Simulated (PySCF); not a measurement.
## Electron correlation in Se⁺ (selenium, charge +1)

[Ar] 3d10 4s2 4p2 5s1, high-spin 4P determinant (an excited configuration). Calculation: PySCF 2.14, in aug-cc-pVTZ-PP with one added diffuse shell each of s, d, f type with ECP10MDF (7s5p5d3f, 68 functions); scalar relativity through the core potential. Frozen: 3s2 3p6 3d10; 5 electrons correlated.

```csv
level,correlation energy (mhartree)
CCSD,-86.27
(T),-2.58
CCSD(T),-88.85
```

Diagnostics: T1 = 0.016, D1 = 0.0476, largest double amplitude 0.088.

The outer electron is Rydberg-like, and this basis confines it to a smaller radius and binds it less than a complete one would.

Cost of the coupled-cluster step: of the order of 11 core-seconds, for 5 correlated electrons.
